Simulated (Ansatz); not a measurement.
Geometry optimisation, RKS PBE0-D4/6-31G* in Ansatz.

The input (input.yaml):

```yaml
crystal:
  periodic: [false, false, false]
  atoms:
    - { symbol: S, position_ang: [-1.46047, 1.59802, -0.80918] }
    - { symbol: Si, position_ang: [0.20933, 0.72651, 0.19158] }
    - { symbol: C, position_ang: [1.89842, 0.77133, -0.54333] }
    - { symbol: O, position_ang: [1.45902, 1.75292, 0.466] }
    - { symbol: H, position_ang: [-1.3897, 0.81634, -1.87724] }
    - { symbol: H, position_ang: [-0.14862, -0.19996, 1.23131] }
    - { symbol: H, position_ang: [2.11201, 1.24422, -1.49159] }
    - { symbol: H, position_ang: [2.69972, 0.15328, -0.16737] }
basis:
  gaussian: { orbitals: "6-31G*" }
hamiltonian:
  xc: pbe0
  dispersion: d4
relax:
  f_tol: 0.015
  max_steps: 40
output:
  orbitals: {}
```

Command:

```bash
$ ansatz run input.yaml --threads 1 --pin off --max-ram 2048MiB --backend cpu --events-out ev --progress --plain --runs-dir out
```

Where does it end, and by what steps?

The forces met the threshold. After 15 steps the energy has fallen by 0.198 eV; H5 moved furthest, 0.84 Å.

| step | energy less start (eV) | largest force component (eV/Å) | accepted |
| --- | --- | --- | --- |
| 0 | 0.0000 | 1.262 | yes |
| 1 | -0.0616 | 0.490 | yes |
| 2 | -0.0790 | 0.230 | yes |
| 3 | -0.0785 | 0.914 | no |
| 4 | -0.0810 | 0.263 | yes |
| 5 | -0.0987 | 0.486 | yes |
| 6 | -0.1171 | 0.785 | yes |
| 7 | -0.1560 | 0.324 | yes |
| 8 | -0.1564 | 0.383 | yes |
| 9 | -0.1544 | 0.630 | no |
| 10 | -0.1901 | 0.135 | yes |
| 11 | -0.1940 | 0.101 | yes |
| 12 | -0.1965 | 0.154 | yes |
| 13 | -0.1971 | 0.064 | yes |
| 14 | -0.1974 | 0.063 | yes |
| 15 | -0.1976 | 0.009 | yes |

```xyz
8
Properties=species:S:1:pos:R:3
S -1.610 0.975 -0.815
Si 0.210 0.645 0.218
C 1.853 0.707 -0.547
O 1.365 1.849 0.269
H -1.042 1.583 -1.874
H -0.110 -0.084 1.463
H 1.987 0.968 -1.598
H 2.728 0.219 -0.114
```

Time of the run: 55 s on 1 thread of Arm Neoverse V2 (shared host), peak memory 0.14 GiB.
